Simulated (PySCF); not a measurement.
W(O)2(Me)2 (C2H6O2W), SMILES [CH3][W]([CH3])(=[O])=[O], multiplicity 1.

The structure is a stationary point at B3LYP-D3(BJ)/def2-SVP. The multiplicity is an assumed one; no other spin state was optimised. The structure was generated by enumeration; whether it is a known compound was not checked. The def2 effective core potentials stand for the cores of W; spin–orbit coupling is left out.

Calculation: TDDFT-PBE0/def2-SVPD (PySCF 2.14.0).

Vertical excitations. The molecule is in vacuum. State labels are in the subgroup C2v.

Computed excitation energies, oscillator strengths and character:
```
state  symmetry  energy (eV)  λ (nm)      f                                                main pairs
-----  --------  -----------  ------  -----  --------------------------------------------------------
S1           B1         4.39     282  0.003                                            HOMO→LUMO 99 %
S2           B2         4.67     265  0.006                                          HOMO−1→LUMO 94 %
S3           B1         5.25     236  0.001                                        HOMO−1→LUMO+1 98 %
S4           B2         5.68     218  0.003                                          HOMO→LUMO+1 91 %
S5           A1         5.70     217  0.005                                          HOMO−2→LUMO 96 %
S6           B1         6.12     203  0.023                                          HOMO−5→LUMO 95 %
S7           A2         6.14     202  0.000                      HOMO−4→LUMO 76 %, HOMO−2→LUMO+1 17 %
S8           A1         6.15     202  0.015                                          HOMO−3→LUMO 91 %
S9           A2         6.45     192  0.000  HOMO−2→LUMO+1 61 %, HOMO−4→LUMO 22 %, HOMO−3→LUMO+1 15 %
S10          B2         6.73     184  0.006                      HOMO−6→LUMO 82 %, HOMO−5→LUMO+1 14 %
T1           B1         4.07     304      0                                            HOMO→LUMO 98 %
T2           B2         4.20     295      0                                          HOMO−1→LUMO 95 %
T3           B2         4.82     257      0                                          HOMO→LUMO+1 93 %
T4           B1         4.86     255      0                                        HOMO−1→LUMO+1 96 %
```
Triplets are in the Tamm–Dancoff approximation, which puts them higher than full response would, so one can lie above its singlet here.
